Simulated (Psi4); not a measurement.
Job for Psi4: SAPT0/jun-cc-pV(D+d)Z on C3H2O2 (a complex).

```
memory 2025 MB

molecule dimer {
0 1
C    -0.62497914   -0.19020078   -0.08033622
C     0.52170081    0.15034044   -0.12776800
H    -1.64276697   -0.49245405   -0.03192352
H     1.53995539    0.45277631   -0.16360268
--
0 1
O     1.17883213    0.35812892    3.09108842
C     0.06816008    0.02709376    3.12769912
O    -1.04182795   -0.30367327    3.18251101
units angstrom
symmetry c1
no_reorient
no_com
}

set {
  basis jun-cc-pV(D+d)Z
  scf_type df
  freeze_core true
}

energy('sapt0')
```

Program output:

```
[...]
==> Input File <==

--------------------------------------------------------------------------
memory 2025 MB

molecule dimer {
0 1
C    -0.62497914   -0.19020078   -0.08033622
C     0.52170081    0.15034044   -0.12776800
H    -1.64276697   -0.49245405   -0.03192352
H     1.53995539    0.45277631   -0.16360268
--
0 1
O     1.17883213    0.35812892    3.09108842
C     0.06816008    0.02709376    3.12769912
O    -1.04182795   -0.30367327    3.18251101
units angstrom
symmetry c1
no_reorient
no_com
}

set {
  basis jun-cc-pV(D+d)Z
  scf_type df
  freeze_core true
}

energy('sapt0')
--------------------------------------------------------------------------


   => Loading Basis Set <=

    Name: JUN-CC-PV(D+D)Z
    Role: ORBITAL
    Keyword: BASIS
    atoms 1-2, 6 entry C          line   188 file jun-cc-pv_dpd_z.gbs
    atoms 3-4    entry H          line    60 file jun-cc-pv_dpd_z.gbs
    atoms 5, 7   entry O          line   256 file jun-cc-pv_dpd_z.gbs

   => Loading Basis Set <=

    Name: JUN-CC-PV(D+D)Z
    Role: ORBITAL
    Keyword: BASIS
    atoms 1-2, 6 entry C          line   188 file jun-cc-pv_dpd_z.gbs
    atoms 3-4    entry H          line    60 file jun-cc-pv_dpd_z.gbs
    atoms 5, 7   entry O          line   256 file jun-cc-pv_dpd_z.gbs


  //>>>>>>>>>>>>>>>>>>>>>>>>>>>>>>>>>>>//
  //              Dimer HF             //
  //<<<<<<<<<<<<<<<<<<<<<<<<<<<<<<<<<<<//

   => Libint2 <=

    Primary   basis highest AM E, G, H:  7, 6, 3
    Auxiliary basis highest AM E, G, H:  7, 7, 4
    Onebody   basis highest AM E, G, H:  -, -, -
    Solid Harmonics ordering:            Gaussian


   => Loading Basis Set <=

    Name: JUN-CC-PV(D+D)Z
    Role: ORBITAL
    Keyword: BASIS
    atoms 1-2, 6 entry C          line   188 file jun-cc-pv_dpd_z.gbs
    atoms 3-4    entry H          line    60 file jun-cc-pv_dpd_z.gbs
    atoms 5, 7   entry O          line   256 file jun-cc-pv_dpd_z.gbs


         ---------------------------------------------------------
                                   SCF
               by Justin Turney, Rob Parrish, Andy Simmonett
                          and Daniel G. A. Smith
                              RHF Reference
                        1 Threads,   1931 MiB Core
         ---------------------------------------------------------

  ==> Geometry <==

    Molecular point group: c1
    Full point group: C1

    Geometry (in Angstrom), charge = 0, multiplicity = 1:

       Center              X                  Y                   Z               Mass
    ------------   -----------------  -----------------  -----------------  -----------------
         C           -0.624979140000    -0.190200780000    -0.080336220000    12.000000000000
         C            0.521700810000     0.150340440000    -0.127768000000    12.000000000000
         H           -1.642766970000    -0.492454050000    -0.031923520000     1.007825032230
         H            1.539955390000     0.452776310000    -0.163602680000     1.007825032230
         O            1.178832130000     0.358128920000     3.091088420000    15.994914619570
         C            0.068160080000     0.027093760000     3.127699120000    12.000000000000
         O           -1.041827950000    -0.303673270000     3.182511010000    15.994914619570

  Running in c1 symmetry.

  Rotational constants: A =      0.29458  B =      0.03896  C =      0.03441 [cm^-1]
  Rotational constants: A =   8831.27335  B =   1167.97816  C =   1031.55257 [MHz]
  Nuclear repulsion =  130.366598910376098

  Charge       = 0
  Multiplicity = 1
  Electrons    = 36
  Nalpha       = 18
  Nbeta        = 18

  ==> Algorithm <==

  SCF Algorithm Type is DF.
  DIIS enabled.
  MOM disabled.
  Fractional occupation disabled.
  Guess Type is SAD.
  Energy threshold   = 1.00e-08
  Density threshold  = 1.00e-08
  Integral threshold = 1.00e-12

  ==> Primary Basis <==

  Basis Set: JUN-CC-PV(D+D)Z
    Blend: JUN-CC-PV(D+D)Z
    Number of shells: 46
    Number of basis functions: 100
    Number of Cartesian functions: 105
    Spherical Harmonics?: true
    Max angular momentum: 2

   => Loading Basis Set <=

    Name: (JUN-CC-PV(D+D)Z AUX)
    Role: JKFIT
    Keyword: DF_BASIS_SCF
    atoms 1-2, 6 entry C          line   146 file jun-cc-pvdz-jkfit.gbs
    atoms 3-4    entry H          line    70 file jun-cc-pvdz-jkfit.gbs
    atoms 5, 7   entry O          line   258 file jun-cc-pvdz-jkfit.gbs

  ==> Integral Setup <==

  DFHelper Memory: AOs need 0.036 GiB; user supplied 1.414 GiB.
  SCF_SUBTYPE=INCORE selected. In-core MEM_DF algorithm will be used.
  Using in-core AOs.

  ==> MemDFJK: Density-Fitted J/K Matrices <==

    J tasked:                   Yes
    K tasked:                   Yes
    wK tasked:                   No
    OpenMP threads:               1
    Algorithm:                 Core
    Schwarz Cutoff:           1E-12
    Mask sparsity (%):       0.1400
    Fitting Condition:        1E-10

   => Auxiliary Basis Set <=

  Basis Set: (JUN-CC-PV(D+D)Z AUX)
    Blend: J
[...]
        A
    DOCC [    11 ]
    NA   [    11 ]
    NB   [    11 ]

  @DF-RHF Final Energy:  -187.65861865215427

   => Energetics <=

    Nuclear Repulsion Energy =             58.4162827713888291
    One-Electron Energy =                -372.3363066431895163
    Two-Electron Energy =                 126.2614052196464343
    Total Energy =                       -187.6586186521542743

Computation Completed


Properties will be evaluated at   0.000000,   0.000000,   0.000000 [a0]

Properties computed using the SCF density matrix


 Multipole Moments:

 ------------------------------------------------------------------------------------
     Multipole            Electronic (a.u.)      Nuclear  (a.u.)        Total (a.u.)
 ------------------------------------------------------------------------------------

 L = 1.  Multiply by 2.5417464519 to convert [e a0] to [Debye]
 Dipole X            :         -2.8444773            2.8440263           -0.0004509
 Dipole Y            :         -1.1306226            1.1304488           -0.0001737
 Dipole Z            :       -130.3171747          130.3060464           -0.0111283
 Magnitude           :                                                    0.0111388

 ------------------------------------------------------------------------------------

  Constructing Basis Sets for SAPT...

   => Loading Basis Set <=

    Name: (JUN-CC-PV(D+D)Z AUX)
    Role: RIFIT
    Keyword: DF_BASIS_SAPT
    atoms 1-2, 6 entry C          line   100 file jun-cc-pvdz-ri.gbs
    atoms 3-4    entry H          line    30 file jun-cc-pvdz-ri.gbs
    atoms 5, 7   entry O          line   188 file jun-cc-pvdz-ri.gbs

   => Loading Basis Set <=

    Name: (JUN-CC-PV(D+D)Z AUX)
    Role: JKFIT
    Keyword: DF_BASIS_ELST
    atoms 1-2, 6 entry C          line   146 file jun-cc-pvdz-jkfit.gbs
    atoms 3-4    entry H          line    70 file jun-cc-pvdz-jkfit.gbs
    atoms 5, 7   entry O          line   258 file jun-cc-pvdz-jkfit.gbs


  //>>>>>>>>>>>>>>>>>>>>>>>>>>>>>>>>>>>//
  //               SAPT0               //
  //<<<<<<<<<<<<<<<<<<<<<<<<<<<<<<<<<<<//



        SAPT0
    Ed Hohenstein
     6 June 2009

      Orbital Information
  --------------------------
    NSO        =       100
    NMO        =       100
    NRI        =       353
    NRI (Elst) =       441
    NOCC A     =         7
    NOCC B     =        11
    FOCC A     =         2
    FOCC B     =         3
    NVIR A     =        93
    NVIR B     =        89

    Elst10,r            =    -0.005562775667 [Eh]
    Exch10              =     0.005485412718 [Eh]
    Exch10 (S^2)        =     0.005464217730 [Eh]

    Maxiter = 50
    CPHF R converge = 1.000000E-08

    Iter     Energy [mEh]          dE [mEh]         Residual      Time [s]
       1      -2.69501212       2.695012122     7.541566e-03             0
       2      -3.48317342       0.788161300     1.250918e-03             0
       3      -3.46846007      -0.014713354     3.234783e-04             0
       4      -3.46535356      -0.003106506     5.969504e-05             0
       5      -3.46628408       0.000930522     1.224106e-05             0
       6      -3.46632801       0.000043924     3.415963e-06             0
       7      -3.46630419      -0.000023817     1.244180e-06             0
       8      -3.46629460      -0.000009592     2.554538e-07             0
       9      -3.46629737       0.000002770     5.083057e-08             0
      10      -3.46629696      -0.000000407     1.621626e-08             0
      11      -3.46629706       0.000000102     6.434111e-09             0

    CHF Iterations converged

    Maxiter = 50
    CPHF R converge = 1.000000E-08

    Iter     Energy [mEh]          dE [mEh]         Residual      Time [s]
       1      -0.20955980       0.209559800     3.315090e-03             0
       2      -0.21756727       0.008007466     1.034561e-03             0
       3      -0.23161900       0.014051730     2.367232e-04             0
       4      -0.23251940       0.000900401     6.240450e-05             0
       5      -0.23199997      -0.000519431     1.262121e-05             0
       6      -0.23202811       0.000028141     4.034536e-06             0
       7      -0.23203957       0.000011463     9.295993e-07             0
       8      -0.23203557      -0.000003999     3.105671e-07             0
       9      -0.23203528      -0.000000288     9.170000e-08             0
      10      -0.23203560       0.000000315     1.378300e-08             0
      11      -0.23203557      -0.000000032     1.647686e-09             0

    CHF Iterations converged

    Ind20,r (A<-B)      =    -0.003466297064 [Eh]
    Ind20,r (B<-A)      =    -0.000232035566 [Eh]
    Ind20,r             =    -0.003698332631 [Eh]
    Exch-Ind20,r (A<-B) =     0.003159450208 [Eh]
    Exch-Ind20,r (B<-A) =     0.000141882052 [Eh]
    Exch-Ind20,r        =     0.003301332260 [Eh]
    Disp20              =    -0.003017157080 [Eh]
    Disp20 (SS)         =    -0.001508578540 [Eh]
    Disp20 (OS)         =    -0.001508578540 [Eh]
    Exch-Disp20         =     0.000462019511 [Eh]
    Exch-Disp20 (SS)    =     0.000253736178 [Eh]
    Exch-Disp20 (OS)    =     0.000208283332 [Eh]

    SAPT Results
  --------------------------------------------------------------------------------------------------------
    Electrostatics                 -5.56277567 [mEh]      -3.49069443 [kcal/mol]     -14.60506550 [kJ/mol]
      Elst10,r                     -5.56277567 [mEh]      -3.49069443 [kcal/mol]     -14.60506550 [kJ/mol]

    Exchange                        5.48541272 [mEh]       3.44214845 [kcal/mol]      14.40194911 [kJ/mol]
      Exch10                        5.48541272 [mEh]       3.44214845 [kcal/mol]      14.40194911 [kJ/mol]
      Exch10(S^2)                   5.46421773 [mEh]       3.42884839 [kcal/mol]      14.34630167 [kJ/mol]

    Induction                      -0.55562358 [mEh]      -0.34865906 [kcal/mol]      -1.45878951 [kJ/mol]
      Ind20,r                      -3.69833263 [mEh]      -2.32073876 [kcal/mol]      -9.70997098 [kJ/mol]
      Exch-Ind20,r                  3.30133226 [mEh]       2.07161727 [kcal/mol]       8.66764665 [kJ/mol]
      delta HF,r (2)               -0.15862321 [mEh]      -0.09953757 [kcal/mol]      -0.41646518 [kJ/mol]

    Dispersion                     -2.55513757 [mEh]      -1.60337303 [kcal/mol]      -6.70851276 [kJ/mol]
      Disp20                       -3.01715708 [mEh]      -1.89329465 [kcal/mol]      -7.92154482 [kJ/mol]
      Exch-Disp20                   0.46201951 [mEh]       0.28992162 [kcal/mol]       1.21303206 [kJ/mol]
      Disp20 (SS)                  -1.50857854 [mEh]      -0.94664733 [kcal/mol]      -3.96077241 [kJ/mol]
      Disp20 (OS)                  -1.50857854 [mEh]      -0.94664733 [kcal/mol]      -3.96077241 [kJ/mol]
      Exch-Disp20 (SS)              0.25373618 [mEh]       0.15922186 [kcal/mol]       0.66618424 [kJ/mol]
      Exch-Disp20 (OS)              0.20828333 [mEh]       0.13069976 [kcal/mol]       0.54684781 [kJ/mol]

  Total HF                         -0.63298653 [mEh]      -0.39720504 [kcal/mol]      -1.66190591 [kJ/mol]
  Total SAPT0                      -3.18812410 [mEh]      -2.00057808 [kcal/mol]      -8.37041867 [kJ/mol]

  Special recipe for scaled SAPT0 (see Manual):
    Electrostatics sSAPT0          -5.56277567 [mEh]      -3.49069443 [kcal/mol]     -14.60506550 [kJ/mol]
    Exchange sSAPT0                 5.48541272 [mEh]       3.44214845 [kcal/mol]      14.40194911 [kJ/mol]
    Induction sSAPT0               -0.51705806 [mEh]      -0.32445883 [kcal/mol]      -1.35753576 [kJ/mol]
    Dispersion sSAPT0              -2.54974035 [mEh]      -1.59998622 [kcal/mol]      -6.69434236 [kJ/mol]
  Total sSAPT0                     -3.14416136 [mEh]      -1.97299104 [kcal/mol]      -8.25499451 [kJ/mol]
  --------------------------------------------------------------------------------------------------------



*** Psi4 exiting successfully. Buy a developer a beer!
```

The run finished.

Cost: around 10 core-seconds (rough).
